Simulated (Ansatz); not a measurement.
Task: Name a neutral molecule of As, N, O and H with LUMO energy (ωB97M-V/def2-TZVPP) between 1.70 and 2.00 eV and zero-point energy (PBE0-D4/def2-TZVP) between 123 and 139 kJ/mol (Ansatz, PBE0-D4/def2-TZVP geometry).

Result: `N[AsH]O` (1.73 eV, 127.5 kJ/mol). Other molecules can fit too; these were computed, each in one conformer that needn't be the lowest.
